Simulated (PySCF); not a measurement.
Electronic structure of Kr+ (krypton, charge +1) at the PBE level

Configuration: [Ar] 3d10 4s2 4p5, 2P determinant. Computed with PySCF 2.14 in aug-cc-pVTZ-PP with one added diffuse shell each of s, d, f type with ECP10MDF (7s5p5d3f, 68 functions), with a scalar-relativistic core potential.

- Total energy: -463.0508 hartree
- One-electron energy: -797.4070 hartree
- Hartree (Coulomb) energy: 367.3069 hartree
- Exchange-correlation energy: -32.9507 hartree
- ⟨S²⟩: 0.7521
- ⟨L²⟩: 2.014
- Sum of ⟨r⟩: 22.09 bohr
- Sum of ⟨r²⟩: 31.29 bohr²
- Traceless quadrupole moment −½Σ⟨3z² − r²⟩ along its main axis: 1.38 e·bohr²

```tsv
shell	electrons	mean orbital energy (eV)	spread (eV)	rms radius, mean of both spins (bohr)
3s α	1	-262.70	0	0.572
3s β	1	-262.59	0	0.572
3p α	3	-206.94	0.755	0.588
3p β	3	-206.83	0.561	0.588
3d α	5	-94.876	0.727	0.607
3d β	5	-94.731	0.479	0.607
4s α	1	-34.397	0	1.64
4s β	1	-33.351	0	1.64
4p α	3	-19.937	1.525	1.97
4p β	2	-19.001	0	1.97
```

Energies and moments cover only the electrons outside the core potential.
